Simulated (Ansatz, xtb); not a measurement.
Isomers of C3H11AlS in order of energy

5 gas-phase structures of C3H11AlS, from a drawn sample of its isomers (lower ones may exist). Each was relaxed with GFN2-xTB; where two conformers were screened, the lower at r2SCAN-D4/def2-SVP is listed:

A. `CC[S@+](C)[AlH3-]`, a singlet
B. `CC(C)[SH+][AlH3-]`, a singlet
C. `CC[CH2][AlH2-][SH2+]`, a singlet
D. `CCC[SH+][AlH3-]`, a singlet
E. `CC[SH+][AlH2-][CH3]`, a singlet

Question: Estimate their order in r2SCAN-D4/def2-SVP energy at these geometries, lowest first.

Answer: Calculated order at r2SCAN-D4/def2-SVP: E (0.0), B (4.7), C (5.1), A (6.8), D (7.7) kcal/mol. Less than 1 kcal/mol parts B and C; A and D, so the order within those pairs means little.

Energies above the lowest of each column, in kcal/mol:

| structure | GFN2-xTB | HF/STO-3G | r2SCAN-D4/def2-SVP |
| --- | --- | --- | --- |
| E | 16.1 | 0.0 | 0.0 |
| B | 0.0 | 11.7 | 4.7 |
| C | 18.8 | 7.5 | 5.1 |
| A | 2.5 | 10.2 | 6.8 |
| D | 1.3 | 12.3 | 7.7 |

r2SCAN-D4/def2-SVP puts E lowest; GFN2-xTB picks B. Some further structures that were screened fall inside this span and aren't listed. Flexible structures stand in one conformer each, not always the lowest. Frequencies (GFN2-xTB) were run for E alone.

Over these structures GFN2-xTB departs from r2SCAN-D4/def2-SVP by 9.6 kcal/mol on average once a common shift is removed. A GFN2-xTB relaxation took about 0.18 s and the r2SCAN-D4/def2-SVP energy about 3.3 s on a shared host (Ansatz 0.2.0, xtb 6.7.1).
